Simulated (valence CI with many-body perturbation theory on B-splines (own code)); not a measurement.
Results of a calculation; reference values are marked as such.
Tl⁵⁹⁺: magnetic and hyperfine properties of the levels

Level of theory: valence CI with perturbative core correlation (CI+MBPT): four valence electrons over a frozen Dirac-Fock core [Ar], a basis of 7 s, 7 p, 8 d, 6 f, 4 g, 1 h functions for each j, with the one-electron correlation potential Σ1, the two-electron term Σ2, the three-electron term Σ3, Breit, model QED; selected CI, second order for the rest (own B-spline code, finite nucleus).

No measured spectrum was set against this ion. As an estimate, large intervals hold to a few tenths of a per cent, small ones and those within an open d or f shell to about a per cent. The list stops below the first excitations out of the core. Only levels of the ground parity were solved; by the run's estimate the other parity begins above the list, which can be wrong where configurations are misplaced.

A/g_I is the dipole constant over the nuclear g factor μ/I (μ in nuclear magnetons, uniformly magnetised nucleus), B/Q the quadrupole constant per barn. Both hold the static response of the core; the bare values leave it out. Large factors of s and p1/2 electrons are usually good to 5 to 10 %; those of open d and f shells near neutrality can be off by tens of per cent, and small factors of p3/2, d and f electrons come from cancelling terms and can be off by a factor of two or in sign, in half-filled shells by more. B is blank for J = 1/2, where it vanishes, and for nearly pure S terms. Energies count from the lowest level. Levels with J = 0 are left out.

Levels are named by their leading jj configuration (3d3/2^4 stands for four electrons in 3d with j = 3/2), which in mixed levels can hold well under half, so a name can repeat and another be missing. Letters in brackets count levels of one name in rising energy.

| Level | E (cm⁻¹) | g | A/g_I (MHz) | A/g_I bare | B/Q (MHz/b) | B/Q bare |
| --- | --- | --- | --- | --- | --- | --- |
| (3d3/2^3 3d5/2) J=1 | 822640 | 1.487 | -11600 | -9510 | 25200 | 25300 |
| (3d3/2^3 3d5/2) J=4 | 926620 | 1.050 | 88400 | 88800 | 9630 | 9390 |
| (3d3/2^3 3d5/2) J=2 | 964090 | 1.174 | 60800 | 61800 | 88500 | 89300 |
| (3d3/2^3 3d5/2) J=3 | 992550 | 1.094 | 80100 | 80700 | 72300 | 72800 |
| (3d3/2^2 3d5/2^2) J=2 [a] | 1721900 | 1.310 | 19100 | 20500 | 44200 | 44600 |
| (3d3/2^2 3d5/2^2) J=4 [a] | 1746600 | 1.130 | 70600 | 71400 | -33800 | -34300 |
| (3d3/2^2 3d5/2^2) J=3 [a] | 1766700 | 1.184 | 54900 | 55800 | 14000 | 14100 |
| (3d3/2^2 3d5/2^2) J=5 | 1794200 | 1.076 | 79600 | 80100 | 71200 | 71700 |
| (3d3/2^2 3d5/2^2) J=6 | 1817700 | 1.060 | 85100 | 85600 | 91000 | 91600 |
| (3d3/2^2 3d5/2^2) J=1 | 1850300 | 1.038 | 96600 | 97000 | 15300 | 15400 |
| (3d3/2^2 3d5/2^2) J=3 [b] | 1870300 | 1.044 | 92500 | 92900 | 14900 | 15000 |
| (3d3/2^2 3d5/2^2) J=4 [b] | 1876000 | 1.025 | 91100 | 91400 | -21000 | -21000 |
| (3d3/2^2 3d5/2^2) J=2 [b] | 1896000 | 1.066 | 83400 | 83900 | 41700 | 42000 |
| (3d3/2^2 3d5/2^2) J=2 [c] | 2012300 | 0.954 | 113000 | 113000 | -10600 | -10700 |
| (3d3/2^2 3d5/2^2) J=4 [c] | 2060400 | 1.168 | 61900 | 62800 | 135000 | 136000 |
| (3d3/2^2 3d5/2^2) J=2 [d] | 2182800 | 1.097 | 80900 | 81600 | -56500 | -56900 |

Task: Take the isotope of mass number 205, with I = 1/2, μ = 1.632 μN. What is the hyperfine structure of (3d3/2^2 3d5/2^2) J=3 [a]?

Result: From the table A = 179000 MHz. Shifts from the centre of gravity in MHz: F = 5/2: -358000, F = 7/2: 268000.
